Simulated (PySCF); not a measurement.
F2OSn. Atoms are numbered in the order given.

```xyz
4

Sn     0.0000     0.0000     0.1071
O      0.0000     0.0000     1.9521
F      0.0000     1.4483    -1.1650
F      0.0000    -1.4483    -1.1650
```
Charge 0, spin multiplicity 1.

Coordinates come from a B3LYP-D3(BJ)/def2-SVP optimisation. The def2 effective core potentials stand for the cores of Sn; spin–orbit coupling is left out.

Calculation: B3LYP/def2-TZVPD run with PySCF.

Mulliken values depend strongly on the basis, most of all with diffuse functions as here. ESP charges are fitted to the potential on shells at 1.4 to 2.0 van der Waals radii. Atomic charges (e):

```json
[
 {"atom": "Sn1", "ESP fit": "…", "Mulliken": "1.63"},
 {"atom": "O2", "ESP fit": "…", "Mulliken": "-0.61"},
 {"atom": "F3", "ESP fit": "…", "Mulliken": "-0.51"},
 {"atom": "F4", "ESP fit": "…", "Mulliken": "-0.51"}
]
```

Task: What belongs in the gaps? (Estimate from the structure and the level; the computed values follow.)

Result: 
- Sn1, ESP fit: 1.29
- O2, ESP fit: -0.57
- F3, ESP fit: -0.36
- F4, ESP fit: -0.36
